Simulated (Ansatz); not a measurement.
Reaction (homolysis of the Ga–Se bond): `[OH][Ga]([OH])[SeH]` → `[OH][Ga][OH]`• + `[SeH]`•

Gas-phase electronic energies from Ansatz, PBE0-D4/def2-TZVP geometries. CBS: MP2 limit from def2 TZ/QZ plus the TZ coupled-cluster correction, frozen cores. DFT in def2-TZVPP. B3LYP here is the variant with VWN-RPA as its local correlation; programs differ in this. No spin–orbit coupling; open shells (•) take unrestricted orbitals. For Ga, Se outer-core shells are correlated without core-valence functions, which leaves a few kJ/mol of doubt a bond. Scalar relativity is left out up to krypton. Each species was taken in one conformer, which may not be the lowest.

`[OH][Ga]([OH])[SeH]`:

```xyz
7

O     0.261   -1.280    0.902
Ga    0.104    0.284    0.064
O     0.898    1.667    0.843
Se   -1.023    0.668   -1.916
H    -0.170   -2.018    0.468
H     1.344    1.424    1.659
H    -1.415   -0.744   -2.019
```

`[OH][Ga][OH]`•:

Cartesian coordinates in Å:
```
O 0.500 0.601 -1.067
Ga 0.107 -0.871 -0.101
O -0.706 -0.552 1.468
H 0.935 0.431 -1.905
H -0.837 0.392 1.605
```

`[SeH]`•:

Z-matrix (Å, degrees):
```
Se
H 1 1.471
```

CCSD(T)/CBS gives +350.8 kJ/mol.

Question: Another level gave +291.8 kJ/mol. Which?
A. ωB97X-V/def2-TZVPP
B. BLYP/def2-TZVPP
C. r2SCANh-D4/def2-TZVPP
D. B3LYP-D4/def2-TZVPP

Answer: B. BLYP 291.8, ωB97X-V 336.0, B3LYP-D4 316.4, r2SCANh-D4 325.1 kJ/mol.

Largest T1 diagnostic among the species: 0.017.

Leaving LDA and LC-ωPBE aside and taking each functional with its dispersion term where it has one, the values, not all of them listed here, spread over 31.7 kJ/mol, from BLYP-D4 to PBE-QIDH. LDA lies +57.9 kJ/mol from PBE without D4, its usual overbinding. From BLYP to BHLYP (50 % exact exchange), in def2-TZVPP and without D4, ΔE moves by +15.5 kJ/mol. In def2-TZVPP, CCSD(T) changes the Hartree–Fock value by +98.9 kJ/mol (the triples alone add +8.1 kJ/mol) and MP2 by +111.3 kJ/mol; breaking electron pairs costs correlation energy, which Hartree–Fock lacks.
